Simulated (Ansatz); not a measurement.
Stepwise reaction of `O=C=[N][SnH2][N]=C=O` with hydrogen fluoride, as a gas-phase model of exchange steps in deposition or etching. ΔE in kJ/mol.

Isolated molecules relaxed with PBE0-D4/def2-TZVP in Ansatz; ΔE leaves out vibrations. CCSD(T)/CBS adds triple-zeta CCSD(T) − MP2 to the extrapolated MP2 energy (def2 sets, frozen cores). This one scheme is used for every species. Functionals use def2-TZVPP. B3LYP here is the variant with VWN-RPA as its local correlation; programs differ in this. def2 core potentials past Kr. For Sn outer-core shells are correlated without core-valence functions, which leaves a few kJ/mol of doubt a bond. Each species was taken in one conformer, which may not be the lowest.

```tsv
step	reaction	PBE-D4	B3LYP-D4	ωB97M-V	CCSD(T)/CBS
1	`O=C=[N][SnH2][N]=C=O` + H–F → `O=C=[N][SnH2][F]` + `N=C=O`	-20.1	-16.8	-14.7	-4.3
2	`O=C=[N][SnH2][F]` + H–F → `[F][SnH2][F]` + `N=C=O`	-19.5	-15.9	-13.4	-4.3
```

Task: By hand: ΔE of the 2 steps together at CCSD(T)/CBS.

Result: (-4.3) + (-4.3) = -8.6 kJ/mol, or -4.3 kJ/mol a step.

In ΔE the steps differ by no more than 0.0 kJ/mol. PBE-D4 differs from CCSD(T)/CBS by -15.8 to -15.2 kJ/mol a step. Only this route is followed, and other bonds may react first. Isolated molecules leave out the surface, adducts and barriers. Largest T1 diagnostic: 0.018.
